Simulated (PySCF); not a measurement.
# Yb³²⁺: ionisation energy

Yb³²⁺ [Kr] 4d2 (3F) → Yb³³⁺ [Kr] 4d1 (2D), as a difference of total energies. Calculation: PySCF 2.14, in an uncontracted even-tempered set (19 s from 2.8 bohr⁻², ratio 2.5; 14 p from 3.6 bohr⁻², ratio 2.5; 9 d from 3.6 bohr⁻², ratio 2.5; 4 f from 15 bohr⁻², ratio 2.7; 3 g from 22 bohr⁻², ratio 2.7); the spin-free X2C one-electron Hamiltonian (Gaussian nucleus). Correlated levels: outer shells: [Ar] 3d10 frozen; virtual orbitals above 40 to 60 times the deepest correlated orbital energy dropped. The calculations carry no spin-orbit coupling.

```
                method  ionisation energy (eV)
                   UHF                  1268.7
                   LDA                  1270.0
                   PBE                  1270.2
                  PBE0                  1270.2
                r2SCAN                  1270.2
    MP2 (outer shells)                  1268.7
SCS-MP2 (outer shells)                  1268.7
```

Spin-orbit coupling is strong in these open shells (close to jj coupling). The scalar numbers leave it out and a first-order estimate fails, so it can dominate the gap to the real levels.

Breit and QED terms and the two-electron picture change are absent.

For comparison: 1275 ± 4 eV (theoretical estimate listed by NIST; NIST Atomic Spectra Database, ionization energies).
